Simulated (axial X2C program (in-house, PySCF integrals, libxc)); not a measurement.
**Spin–orbit effects down a group: molecules with Na (ions), MP2**

All values come from calculations with an axial X2C code built on PySCF integrals, spin-free (one-electron X2C) or two-component (2c: spin–orbit coupling with atomic mean-field Coulomb and Gaunt terms, which also bring small scalar terms), in Dyall basis sets with cores contracted in-house; open shells are unrestricted.

Basis sets: Al dyall-v3z, B dyall-v3z, Ga dyall-cv3z, In dyall-cv3z, Na dyall-cv3z, Tl dyall-cv3z. Frozen shells (counts by l): NaB⁺ Na 1s, B 1s, 11 electrons correlated; NaAl⁺ Al 2s1p, Na 1s, 11 electrons correlated; NaGa⁺ Ga 3s2p1d, Na 2s1p, 3 electrons correlated; NaIn⁺ In 4s3p2d, Na 2s1p, 3 electrons correlated; NaTl⁺ Tl 5s4p2d1f, Na 2s1p, 13 electrons correlated. Where the outer core of a metal is frozen, bonds come out longer and ionisation energies lower. Frozen cores can differ along the series, which adds to the trend.

```json
{"molecule": "NaB⁺", "spin-free state": "M_S = 1/2, Λ = 0", "Re (Å)": "2.839", "ωe (cm⁻¹)": "213.3", "De (eV)": "0.56", "2c state": "Ω = 1/2", "Re 2c (Å)": "2.839", "ωe 2c (cm⁻¹)": "213.3", "De 2c (eV)": "0.56"}
{"molecule": "NaAl⁺", "spin-free state": "M_S = 1/2, Λ = 0", "Re (Å)": "3.358", "ωe (cm⁻¹)": "138.4", "De (eV)": "0.89", "2c state": "Ω = 1/2", "Re 2c (Å)": "3.359", "ωe 2c (cm⁻¹)": "138.4", "De 2c (eV)": "0.89"}
{"molecule": "NaGa⁺", "spin-free state": "M_S = 1/2, Λ = 0", "Re (Å)": "3.419", "ωe (cm⁻¹)": "110.7", "De (eV)": "0.84", "2c state": "Ω = 1/2", "Re 2c (Å)": "3.419", "ωe 2c (cm⁻¹)": "110.6", "De 2c (eV)": "n/a"}
{"molecule": "NaIn⁺", "spin-free state": "M_S = 1/2, Λ = 0", "Re (Å)": "3.570", "ωe (cm⁻¹)": "101.4", "De (eV)": "0.92", "2c state": "Ω = 1/2", "Re 2c (Å)": "3.563", "ωe 2c (cm⁻¹)": "101.2", "De 2c (eV)": "n/a"}
{"molecule": "NaTl⁺", "spin-free state": "M_S = 1/2, Λ = 0", "Re (Å)": "3.640", "ωe (cm⁻¹)": "92.0", "De (eV)": "0.94", "2c state": "Ω = 1/2", "Re 2c (Å)": "3.550", "ωe 2c (cm⁻¹)": "87.6", "De 2c (eV)": "0.50"}
```

Fragments in 2c: Na+ + B, Al + Na+, Ga + Na+, In + Na+, Tl + Na+. Each entry is the lowest single determinant of a limited PBE0 search at one distance. De goes to single-determinant-based atoms at the same level (for ions the charge split of lowest energy) and is withheld (n/a) where an atom does not fit its ground term or J level. Main or longest-lived isotopes. Some light 2c atoms are not at their ground J level, so De misses part of their lowering (0.04 eV or less).
